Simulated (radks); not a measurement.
Task: All-electron atom: Pm XXI in [Kr] 4d5 (the NIST ground configuration). Calculated with a radial shooting solver on a logarithmic mesh with Libxc functionals: scalar-relativistic Kohn-Sham, r2SCAN, spin-polarised, spherical densities, finite nucleus; open shells are filled with parallel spins first (spin-orbit coupling, left out, can overturn this in heavy ions); meta-GGA in the generalised Kohn-Sham scheme; Fermi nuclear charge, rms radius 4.962 fm. Some entries of the table are withheld. Estimate them.

orbital  occ.  eigenvalue (eV)  r(max) (bohr)  <1/r> (bohr^-1)
1s down     1        -45629.49        0.01479            67.41
1s up       1        -45629.49        0.01479            67.41
2s up       1        -7893.922        0.08376            15.61
2s down     1        -7888.859        0.08374            15.61
2p up       3        -7104.150        0.06763            14.67
2p down     3        -7100.288        0.06761            14.67
3s up       1        -2139.226         0.2378            5.737
3s down     1        -2138.103         0.2379            5.736
3p up       3        -1890.126         0.2329            5.411
3p down     3        -1888.469         0.2331            5.410
3d up       5        -1551.558         0.1911            5.130
3d down     5        -1547.931         0.1915            5.128
4s up       1        -810.8109         0.5372            2.537
4s down     1        -798.0176         0.5367            2.534
4p up       3        -722.9908         0.5547            2.382
4p down     3        -710.2658         0.5546            2.378
4d up       5        -598.8061         0.5640            2.190
4d down     0        -586.0734         0.5639            2.188
5s up       0        -404.8032            (1)            1.359
5s down     0        -395.7336            (2)            1.353
5p up       0        -369.0860          1.091            1.276
5p down     0        -360.2010          1.100            1.265

Result: 
(1) 5s up r(max) (bohr): 1.036
(2) 5s down r(max) (bohr): 1.038
